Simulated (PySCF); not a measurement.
# CuOCl2, quartet: computed properties

These are results of PySCF, UPBE0, basis Cu def2-TZVP, O def2-TZVP, Cl def2-TZVP (no relativity, density fitting), not measurements.

The structure is a minimum.

Coordinates in bohr (charge 0 multiplicity 4):
```
Cu    0.1603    0.0000   -0.2124
O    -3.2966    0.0000   -0.9650
Cl   -2.1636    0.0000    3.2650
Cl    3.3814    0.0000   -2.4444
```

| Property | Result |
| --- | --- |
| Point group | Cs |
| Bond lengths | Cu–Cl 2.074 Å, Cu–Cl 2.213 Å, Cu–O 1.872 Å |
| Bond angles | Cl–Cu–Cl 158.5°, Cl–Cu–O 68.5°, Cl–Cu–O 133.0° |
| Entropy at 298.15 K and 1 bar (electronic part: spin only) | 351.4 J/(mol K) |
| Spin squared ⟨S²⟩ | 3.767 |
| Zero-point energy | 9.3 kJ/mol |
| Principal quadrupole moments (Buckingham, traceless) about the centre of mass | -6.98, 2.97, 4.02 D Å |
| Enthalpy at 298.15 K above 0 K | 17.94 kJ/mol |
| Rotational symmetry number | 1 |
| Lowest empty level (β) | -5.67 eV |
| Principal polarisabilities | 31.6, 56.5, 106.7 bohr³ |
| Dipole moment | 0.74 D |
| Rotational constants | 0.3403, 0.05183, 0.04498 cm⁻¹ |
| Heat capacity Cp at 298.15 K | 75.8 J/(mol K) |
| Highest occupied level (β) | -8.89 eV |
| Atomisation energy without zero-point energy | 670 kJ/mol |

Harmonic modes (masses in u: Cu 62.930, O 15.995, Cl 34.969):
```tsv
symmetry	ω (cm⁻¹)	IR (km/mol)	μ (u)
a'	50	4.8	35.82
a''	109	8.2	40.97
a'	221	5.1	21.90
a'	291	9.7	29.24
a'	392	9.9	24.57
a'	495	47.8	28.04
```

Charges (e):
```
atom  Mulliken  Löwdin  polar tensor  spin (Mulliken)  Mayer order to Cu1
 Cu1      0.49   -0.27          0.73             0.52                   –
  O2     -0.04    0.02          0.09             1.70                0.65
 Cl3     -0.16    0.17         -0.35             0.56                0.71
 Cl4     -0.29    0.08         -0.47             0.22                1.09
```
Other Mayer orders above 0.3: O–Cl 0.44.

Mulliken populations on Cu1: s 6.59, p 12.44, d 9.48, f 0.00.

Outer orbital energies (eV). α occupied: -12.22, -11.79, -10.38, -10.07, -9.92, -9.52, -9.18, -9.12; empty: -0.69, 1.66, 2.12, 3.02. β occupied: -11.78, -11.47, -10.92, -10.46, -9.75, -9.50, -9.22, -8.89; empty: -5.67, -5.51, -4.63, -0.49.

Formally Cu is in oxidation state +4, d7, with 3 unpaired electrons (the high-spin count). The Mulliken spin on Cu is 0.52, so most of the spin sits on the ligands and the formal count fails. The polar-tensor charge on Cu, 0.73, is far below the formal one.

Other isomers or separated fragments may lie lower. Open d and f shells are described by one determinant, and the ground state may have another occupation or spin.

The final relaxation and frequency run took 2.1 min on 4 threads of a shared Arm Neoverse V2 host, with 150 basis functions and 21 gradients; the process peaked at 1.6 GiB.
